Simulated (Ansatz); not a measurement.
A nudged elastic band was laid between two geometries of CH$_{6}$BFSSi (11 atoms, charge 0, multiplicity 1).

Theory: RKS PBE/def2-SVP (Ansatz 0.2.0).

```json
{
  "movable images": "8",
  "climbing image": "no",
  "spring": "5.0 eV/Å²",
  "optimiser": "quadratic models (default)",
  "start path": "through a guess of the saddle point",
  "force threshold": "0.05 eV/Å",
  "iteration limit": "60",
  "end points": "relaxed"
}
```

Initial state:

```xyz
11
Properties=species:S:1:pos:R:3
B -0.704 1.724 1.452
C -0.466 0.633 0.362
S 1.060 -0.383 0.583
Si 0.909 -1.686 -1.098
F 1.169 -0.905 -2.521
H 0.133 2.017 2.284
H -1.761 2.329 1.423
H -0.405 1.213 -0.593
H -1.367 -0.010 0.241
H -0.474 -2.264 -1.197
H 1.971 -2.726 -0.916
```

Final state:

```xyz
11
Properties=species:S:1:pos:R:3
B -0.731 1.710 1.453
C -0.238 0.771 0.308
S 0.153 -0.960 0.820
Si 0.742 -1.789 -1.054
F -0.523 -1.933 -2.093
H -1.004 1.302 2.564
H -0.881 2.889 1.190
H 0.612 1.233 -0.243
H -1.082 0.770 -0.426
H 1.285 -3.153 -0.756
H 1.734 -0.897 -1.743
```

(1) What changes between the two ends?

(2) Give the energies along the band, and the barrier.

(3) What is the geometry of the highest image?

Results:

(1) No bond is made or broken. The dihedral C2–S3–Si4–H11 goes from -171 to 49°. The two ends are copies of one structure, up to a mirror image or an exchange of like atoms.

(2) The run converged. The highest image is number 5 of 0 to 9, 0.144 eV above the ends, which have the same energy within 2 meV. No image climbed, so the highest image needn't sit at the top of the path.

```csv
image,path coordinate (Å),energy (eV),dihedral C2–S3–Si4–H11 (°)
0,0.00,0.000,-171
1,0.58,0.007,179
2,1.16,0.034,165
3,1.75,0.088,148
4,2.33,0.139,130
5,2.92,0.144,111
6,3.50,0.097,92
7,4.09,0.040,74
8,4.67,0.008,59
9,5.26,0.000,49
```

(3) 
```xyz
11
Properties=species:S:1:pos:R:3
B -0.708 1.744 1.428
C -0.330 0.748 0.289
S 0.553 -0.770 0.860
Si 0.815 -1.817 -1.007
F -0.026 -0.995 -2.157
H -0.436 1.561 2.598
H -1.307 2.754 1.103
H 0.264 1.312 -0.468
H -1.266 0.481 -0.254
H 0.259 -3.209 -0.916
H 2.248 -1.867 -1.456
```

Run time: 3.3 min on 2 threads of Arm Neoverse V1, on a shared host, peak memory 0.15 GiB.
